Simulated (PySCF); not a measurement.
# Electron correlation in P²⁺ (phosphorus, charge +2)

[Ne] 3s1 3p1 3d1, one real determinant (an excited configuration). Calculation: PySCF 2.14, in aug-cc-pCVTZ-DK with one added diffuse shell each of s, p, d, f type (9s8p6d4f, 91 functions); the spin-free X2C one-electron Hamiltonian (Gaussian nucleus). Frozen: [Ne]; 3 electrons correlated.

```
  level  correlation energy (mhartree)
   CCSD                         -59.23
    (T)                         -10.56
CCSD(T)                         -69.79
```

Diagnostics: T1 = 0.029, D1 = 0.0662, largest double amplitude 0.795.

Problem. Is a single reference adequate?

Solution. Not fully. The real determinant used has ⟨L²⟩ near 8 against 12 for a pure F term, so it mixes terms. The outer electron is Rydberg-like, and this basis confines it to a smaller radius and binds it less than a complete one would. A double-excitation amplitude exceeds 0.15, a sign of near-degeneracy.

The reference is one real determinant that mixes LS terms of this configuration.
